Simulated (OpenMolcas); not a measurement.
An atom or ion with 39 electrons was computed by MS-CASPT2, IPEA 0.25 Eh, imaginary shift 0.1 Eh with spin-orbit coupling (OpenMolcas, ANO-RCC-VTZP, DKH2). The lowest levels that the run gave, each within 12 % of the measured value where one is at hand:

```
  J  Parity  E (cm⁻¹)      g
3/2    even       0.0  0.404
5/2    even       306  1.029
7/2    even       738  1.238
9/2    even      1271  1.334
3/2    even      2800  0.469
5/2    even      3190  1.041
3/2    even      3630  0.744
7/2    even      3660  1.238
5/2    even      3930  1.175
9/2    even      4150  1.332
5/2    even      5380  0.873
1/2    even      5550  0.677
```

Task: Which ion is it, and what are the configurations and terms?

Result: Zr+ (Z = 40, charge +1; active space 3 electrons in 6 orbitals (4d 5s)). J, parity and g give the terms where levels are pure, and mixed ones are named by the computed weights; the size of the splittings, set against known spectra of the 39-electron sequence, gives the charge. In order, with the measured energies in cm⁻¹ (NIST Handbook of Basic Atomic Spectroscopic Data): 4d² 5s ⁴F_3/2, 4d² 5s ⁴F_5/2 (315), 4d² 5s ⁴F_7/2 (763), 4d² 5s ⁴F_9/2 (1323), 4d³ ⁴F_3/2 (2572), 4d³ ⁴F_5/2 (2895), 4d² 5s ²D_3/2(1) [75 %], 4d³ ⁴F_7/2 (3300), 4d² 5s ²D_5/2(1), 4d³ ⁴F_9/2 (3758), 4d² 5s ²F_5/2 (5753), 4d³ ²P_1/2.

Term energies are means over components that CASPT2 splits; among the terms shown or strongly mixed into the levels shown the widest spread is 1200 cm-1 (4d² 5s ²F). Over all roots computed the reference weight is 0.87 to 0.93; the roots of lowest weight are the least certain, and an intruder state may touch them. Terms from blocks run as CI alone lack orbitals of their own. Configurations are named by rounded mean occupations; where the s occupation lies near a half they are strongly mixed, a name can repeat and a true partner stay unpaired. A single d shell beside an s shell can misplace configurations of different d count against each other. The CASPT2 spread within a term exceeds the gap to the next term for 4d³ ⁴F and 4d² 5s ²D(1), 4d² 5s ²F and 4d³ ²P, so the order of their levels is uncertain, and so are names and mixing where such terms share a J. Measured partners are found by configuration, term and J. A level has none where our copy of the source lacks it or the pairing is in doubt (some pairs that miss far off the trend of their configuration count as doubtful), and it then counts in no deviation. Levels of configurations outside the active space are missing.

A share in square brackets marks a mixed level and gives the weight of the term that names it. A number in round brackets counts repeated terms of one configuration in the order of the reference energies.
